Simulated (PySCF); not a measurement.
Species: C8H16Si.
Bonds: C1–C2 (double), C2–C3, C2–Si4, Si4–C5, C5–C6, C6–C7, C7–C8, C8–C9, Si4–C9. Hydrogens: H10, H11 on C1; H12, H13, H14 on C3; H15 on Si4; H16, H17 on C5; H18, H19 on C6; H20, H21 on C7; H22, H23 on C8; H24, H25 on C9.

The closed-shell ground state was solved at several levels (PySCF, density fitting, gas phase, non-relativistic). Isolated species at its PBE0-D3(BJ)/def2-SVP geometry (one conformer only).

```csv
level,basis functions,HOMO (eV),LUMO (eV),gap (eV),dipole (D)
KT2/pcSseg-1,240,-6.07,-0.99,5.08,0.78
PBE0/pcSseg-1,240,-7.16,0.00,7.16,0.76
```

(1) Estimate the row for wB97X-D/def2-SVPD, a basis of 312 functions; the other rows only guide the guess.

(2) Over all these levels, which gives the widest orbital gap and which the narrowest?

(3) How far do the dipole and the HOMO energy spread over the levels?

## Answers

(1) HOMO -8.97 eV, LUMO 1.76 eV, gap 10.73 eV, dipole 0.79 D.

(2) wB97X-D/def2-SVPD (range-separated hybrid) has the widest, 10.73 eV, and KT2/pcSseg-1 (GGA) the narrowest, 5.08 eV. Functional and basis both differ between the two, so the spread mixes both effects.

(3) The dipole runs from 0.76 to 0.79 D (mean 0.78 D) and the HOMO from -8.97 to -6.07 eV.
